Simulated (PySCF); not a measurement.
Computed shifts of a molecule C7H8O, KT2/pcSseg-1 in PySCF, GIAO, gas phase, equivalent atoms averaged, in ppm (number of nuclei): ¹³C: 158.6 (1), 126.6 (2), 117.8 (1), 115.2 (1), 105.0 (1), 56.8 (1). ¹H: 7.40 (2), 7.13 (1), 7.05 (1), 6.72 (1), 4.01 (3). References: ¹³C against TMS (σ = 185.1 ppm); ¹⁷O against H2O (σ = 330.4 ppm); ¹H against TMS (σ = 31.47 ppm), references at their B3LYP-D3(BJ)/def2-TZVP geometries, non-relativistic. Geometry optimised at r2SCAN-D4/def2-SVP. One conformer was computed; it need not be the lowest.

Which molecule gave these data?
A) COc1ccccc1
B) C#CC(=C)C(=C)OC
C) C#C/C(C=C)=C\OC
D) C#C/C=C(/C=C)OC

A, COc1ccccc1
